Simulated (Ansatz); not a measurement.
Start from `FB[O][GeH3]` and change one atom or group to get `FB[O][InH2]`.

Ansatz, PBE0-D4/def2-TZVP geometries, multiplicity 1. Each molecule was computed in one conformer, which needn't be the lowest.

Elements past krypton have def2 core potentials. Scalar relativity is left out up to krypton.

| property | `FB[O][GeH3]` |
| --- | --- |
| zero-point energy (PBE0-D4/def2-TZVP) / kJ/mol | 114.9 |
| HOMO energy (ωB97M-V/def2-TZVPP) / eV | -11.64 |
| size of the dipole moment (B3LYP/def2-TZVPP) / D | 2.88 |
| HOMO–LUMO gap (B3LYP/def2-TZVPP) / eV | 8.76 |
| LUMO energy (PBE0/def2-TZVPP) / eV | -0.03 |
| HOMO energy (PBE0/def2-TZVPP) / eV | -9.27 |

**Question.** What does the change do to each property? (Estimate.)

**Answer.** Computed: 
```tsv
property	`FB[O][InH2]`	shift
zero-point energy (PBE0-D4/def2-TZVP) / kJ/mol	83.5	-31.4
HOMO energy (ωB97M-V/def2-TZVPP) / eV	-11.00	0.64
size of the dipole moment (B3LYP/def2-TZVPP) / D	2.29	-0.59
HOMO–LUMO gap (B3LYP/def2-TZVPP) / eV	6.61	-2.15
LUMO energy (PBE0/def2-TZVPP) / eV	-1.65	-1.62
HOMO energy (PBE0/def2-TZVPP) / eV	-8.77	0.50
```

With PBE0 the HOMO rises by 0.50 eV and the LUMO falls by 1.62 eV, so the gap narrows by about 2.12 eV. PBE moves the HOMO by 0.36 eV and ωB97M-V by 0.64 eV. The zero-point energy changes by -31.4 kJ/mol with -3 modes. Dipoles are sizes alone; their direction can turn.

B3LYP here is the variant with VWN-RPA as its local correlation; programs differ in this.
